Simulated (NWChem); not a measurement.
System: GeS, singlet; SMILES [Ge]=[S]

```xyz
2

Ge     0.0000     0.0000    -0.6698
S      0.0000     0.0000     1.3482
```
Atoms are numbered in this order, from 1.

All runs: NWChem. Pople sets run with spherical d functions. Low-valent species are run as closed-shell singlets; no triplet was tried in these runs. Coordinates come from a PBE0/def2-SVP optimisation. Vzz is the largest principal value of the second derivative of the potential at the nucleus (NWChem prints the opposite sign); η is the asymmetry. Non-relativistic.

Q: Order these runs by computing time, cheapest first, and give rough ratios: CAM-B3LYP/def2-SVP; CAM-B3LYP/cc-pVTZ; PBE/def2-TZVP.

A: CAM-B3LYP/def2-SVP (1), PBE/def2-TZVP (3), CAM-B3LYP/cc-pVTZ (30). Ratios are rough, from one shared machine; the cheapest took around 6 core-seconds (rough). What differs between the cheapest and the dearest: Vzz Ge1 (a.u.) -3.600 → -4.102; Vzz S2 (a.u.) -0.291 → -0.344.
